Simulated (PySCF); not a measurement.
Isomers of C6H10O2, one GFN2-xTB conformer each. Single-point energies are computed at PBE0/pcSseg-1 (PySCF, gas phase, no added dispersion term), electronic only.

**Question.** Rank them by PBE0/pcSseg-1 energy, lowest first (kcal/mol).
A. `[CH3:1][C:2](=[O:3])[CH:4]([CH3:5])[C:6]([CH3:7])=[O:8]` with C1–C2–C4–C5 -35°, C2–C4–C6–C7 90°
B. `[CH3:1][CH:2]([CH3:3])[CH2:4][O:5][CH:6]=[C:7]=[O:8]` with C1–C2–C4–O5 173°, C2–C4–O5–C6 179°, C4–O5–C6–C7 2°

**Answer.** A (0.0), B (42.9).

As drawn, the higher has cumulated double bonds and a C=C bond outside aromatic rings, which the lower lacks. GFN2-xTB itself gives, in the same order: 0.0, 23.3. Both levels put the same isomer lowest.

**Question.** Which frontier levels, dipoles and rotational constants go with these structures?

**Answer.** 
| SMILES | HOMO (eV, PBE0/pcSseg-1) | LUMO (eV) | dipole (D) | A, B, C (MHz) |
| --- | --- | --- | --- | --- |
| CC(=O)C(C)C(C)=O | -7.28 | -1.31 | 1.80 | 2523, 1794, 1450 |
| CC(C)COC=C=O | -6.13 | -1.61 | 1.32 | 4267, 967.2, 847.6 |
